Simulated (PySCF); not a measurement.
# Substituent effects on chemical shifts

Parent skeleton `[CH3:1][CH2:2][CH:3]=[CH:4][SiH2:5][CH2:6][F:7]`; one hydrogen on atom 3 is replaced by X. Hydrogens on one atom are averaged.

[PySCF 2.14.0 with density-fitted response routines: structure optimised with GFN2-xTB; shieldings: GIAO PBE0/pcSseg-1; no solvent model; averaged over atoms made equivalent by symmetry, fast rotation or ring inversion; non-relativistic Hamiltonian; one conformer]

Shifts are taken against calculated references (same method and geometry level): TMS for 13C and 29Si and 1H; 19F against CFCl3.

Parent (X = H): C1 16.7, C2 37.4, C3 164.1, C4 125.9, Si5 -49.7, C6 79.8, F7 -300.4, H(C1) 1.11, H(C2) 2.27 ppm. Effects are Δδ = δ(X) − δ(H), positive for deshielding.

(1) Give Δδ (ppm) for X = COOH, SSiH3, CH2SiH3, CH2CN, OCH3, CH2F, propynyl, Cl, COCH3.

(2) Which position responds most, and to which substituents?

Answers

(1) 
```csv
X,SMILES,C1,C2,C3,C4,Si5,C6,F7,H(C1),H(C2)
COOH,CC/C(=C/[SiH2]CF)C(=O)O,-4.4,-8.5,-10.6,+33.6,-18.3,+1.9,+1.5,+0.19,+0.24
SSiH3,CC/C(=C/[SiH2]CF)S[SiH3],-3.4,+2.2,+4.7,+3.4,-12.9,-1.1,+0.4,+0.10,+0.21
CH2SiH3,CC/C(=C/[SiH2]CF)C[SiH3],+4.0,-0.9,+13.5,-13.3,-11.9,-1.8,-1.7,-0.01,-0.12
CH2CN,CC/C(=C\[SiH2]CF)CC#N,-1.0,-4.2,+2.7,-2.0,-12.3,-2.0,-1.9,+0.04,+0.15
OCH3,CC/C(=C/[SiH2]CF)OC,-4.2,-11.2,+16.6,-35.3,-10.6,-0.9,-1.2,+0.12,-0.02
CH2F,CC/C(=C/[SiH2]CF)CF,+1.9,-4.6,+4.1,-5.7,-8.0,-0.5,-2.4,+0.05,-0.29
propynyl,CC#C/C(=C\[SiH2]CF)CC,+0.6,+3.7,-6.8,+6.1,-10.4,-1.0,+0.9,+0.11,+0.08
Cl,CC/C(Cl)=C\[SiH2]CF,-0.2,+1.2,+8.0,-6.3,-8.5,+0.9,+0.3,+0.12,+0.17
COCH3,CC/C(=C\[SiH2]CF)C(C)=O,-0.4,-7.0,+9.7,+4.2,-12.2,-2.1,-2.2,-0.16,+0.32
```

(2) C4: from -35.3 ppm with OCH3 to +33.6 ppm with COOH.

Unscaled 19F shifts against computed CFCl3 carry errors that often reach 10 to 50 ppm.
